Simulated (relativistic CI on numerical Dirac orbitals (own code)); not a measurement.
**Crystal-field levels of Ir⁵⁺, 5d4**

Calculated by Dirac-Coulomb-Breit CI, separate exchange-only KLI orbitals for each configuration, model QED, valence Slater integrals scaled by 0.75, one configuration in a parametric crystal field (own radial code).

Field parameters in Wybourne normalisation: Td as Oh with Dq negative (B⁴₀ = 21Dq, B⁴₄ = √(5/14) B⁴₀). The field is a parameter set, without covalency.

S and J are read from ⟨S²⟩ = S(S + 1) and ⟨J²⟩ = J(J + 1) of each level; they are not fictitious spins.

Td, 10Dq = -4450 cm⁻¹, the lowest 16 levels:

```tsv
E (cm⁻¹)	Degeneracy	Irrep	S	J
0.0	1	A1	1.59	0.58
5791	3	T1	1.84	1.24
9669	3	T2	1.89	2.14
10991	2	E	1.90	2.28
12741	3	T1	1.83	3.12
13639	3	T2	1.75	3.43
14923	1	A1	1.29	3.81
15545	2	E	1.43	3.86
15718	1	A2	1.71	3.01
15818	3	T1	1.46	3.91
16266	3	T2	1.66	3.57
19358	1	A1	1.58	2.99
21823	2	E	1.38	3.81
21903	3	T1	1.31	3.97
22474	3	T2	1.25	3.76
23567	1	A2	1.24	3.13
```

Td, 10Dq = -8000 cm⁻¹, the lowest 10 levels:

```
E (cm⁻¹)  Degeneracy  Irrep     S     J
     0.0           1     A1  1.49  1.29
    6283           3     T1  1.80  1.57
    9853           3     T2  1.87  2.27
   11866           2      E  1.88  2.65
   12949           3     T1  1.79  3.24
   13803           1     A1  1.16  3.55
   14034           3     T2  1.70  3.63
   16202           2      E  1.18  3.64
   17143           3     T1  1.27  3.94
   17381           1     A2  1.40  3.09
```

Td, 10Dq = -11550 cm⁻¹, the lowest 10 levels:

```json
{"E (cm⁻¹)": "0.0", "Degeneracy": "1", "Irrep": "A1", "S": "1.33", "J": "2.04"}
{"E (cm⁻¹)": "7346", "Degeneracy": "3", "Irrep": "T1", "S": "1.75", "J": "1.90"}
{"E (cm⁻¹)": "10812", "Degeneracy": "3", "Irrep": "T2", "S": "1.81", "J": "2.41"}
{"E (cm⁻¹)": "12707", "Degeneracy": "1", "Irrep": "A1", "S": "1.21", "J": "3.46"}
{"E (cm⁻¹)": "13290", "Degeneracy": "2", "Irrep": "E", "S": "1.83", "J": "2.99"}
{"E (cm⁻¹)": "13930", "Degeneracy": "3", "Irrep": "T1", "S": "1.70", "J": "3.41"}
{"E (cm⁻¹)": "15039", "Degeneracy": "3", "Irrep": "T2", "S": "1.62", "J": "3.71"}
{"E (cm⁻¹)": "16444", "Degeneracy": "2", "Irrep": "E", "S": "1.06", "J": "3.45"}
{"E (cm⁻¹)": "17933", "Degeneracy": "1", "Irrep": "A2", "S": "1.10", "J": "3.24"}
{"E (cm⁻¹)": "18530", "Degeneracy": "3", "Irrep": "T1", "S": "1.11", "J": "4.07"}
```

Levels of this model without a field, named by their leading LS term (the scale mimics covalency, so terms lie below those of the real free ion): 5D_0 0, 5D_1 5646, 5D_2 10148, 5D_3 13375, 5D_4 14925, 3P_0 21018, 3H_4 22157, 3G_3 25986 cm⁻¹.
